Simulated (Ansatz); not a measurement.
A nudged elastic band was laid between two geometries of C2H7AsS (11 atoms, charge 0, multiplicity 1).

Theory: RHF/def2-SVP (Ansatz 0.2.0).

| Item | Value |
| --- | --- |
| movable images | 5 |
| climbing image | yes |
| spring | 5.0 eV/Å² |
| optimiser | quadratic models (default) |
| start path | through a guess of the saddle point |
| force threshold | 0.05 eV/Å |
| iteration limit | 60 |
| end points | relaxed |

Image 0:

```xyz
11
Properties=species:S:1:pos:R:3
C -0.769 1.634 -0.041
S 0.904 1.167 -0.547
C 0.772 -0.641 -0.633
As 0.945 -1.546 1.123
H -0.790 2.722 -0.019
H -1.017 1.261 0.951
H -1.507 1.285 -0.762
H 1.614 -0.968 -1.242
H -0.140 -0.925 -1.154
H 0.454 -2.904 0.665
H -0.400 -1.142 1.678
```

Image 6:

```xyz
11
Properties=species:S:1:pos:R:3
C -0.836 1.882 -0.113
S 0.528 1.071 -1.007
C 0.205 -0.640 -0.926
As 0.816 -1.585 0.479
H -0.660 2.957 -0.160
H -0.869 1.576 0.933
H -1.793 1.660 -0.584
H 2.228 -1.257 0.828
H -0.572 -1.104 -1.520
H 0.805 -3.054 0.218
H 0.213 -1.564 1.873
```

Question: What changes between the two ends?

Answer: Bonds broken: C3–H8. Bonds formed: As4–H8.

Question: Give the energies along the band, and the barrier.

Answer: The run converged. The highest image is number 3 of 0 to 6, 4.94 eV above the first end and 2.21 eV above the last; the last end lies 2.73 eV above the first. Neighbouring images differ by up to 3.5 eV, so the band resolves the path poorly. A vibrational analysis at the climbing image gives one clearly imaginary mode, 1720i cm⁻¹: a first-order saddle point. The orbitals stay closed-shell, which can raise the energy where a bond breaks towards radicals; this wasn't checked here.

| image | path coordinate (Å) | energy (eV) | C3–H8 (Å) | As4–H8 (Å) |
| --- | --- | --- | --- | --- |
| 0 | 0.00 | 0.00 | 1.09 | 2.53 |
| 1 | 0.73 | 0.10 | 1.09 | 2.41 |
| 2 | 1.47 | 1.47 | 1.16 | 1.93 |
| 3 | 2.20 | 4.94 | 1.77 | 1.57 |
| 4 | 2.63 | 3.93 | 2.14 | 1.49 |
| 5 | 3.06 | 2.95 | 2.49 | 1.48 |
| 6 | 3.49 | 2.73 | 2.75 | 1.49 |

Question: What is the geometry of the highest image?

Answer: 
```xyz
11
Properties=species:S:1:pos:R:3
C -0.786 1.833 -0.092
S 0.668 1.055 -0.859
C 0.341 -0.674 -0.802
As 0.787 -1.584 0.766
H -0.633 2.912 -0.142
H -0.892 1.541 0.952
H -1.695 1.582 -0.637
H 1.942 -0.988 -0.108
H -0.416 -1.053 -1.484
H 0.858 -3.030 0.418
H -0.110 -1.651 2.008
```

The band took 13 iterations and about 3 core-minutes.

Run time: 97 s on 2 threads of Arm Neoverse V2, with other jobs on the host, peak memory 0.26 GiB.
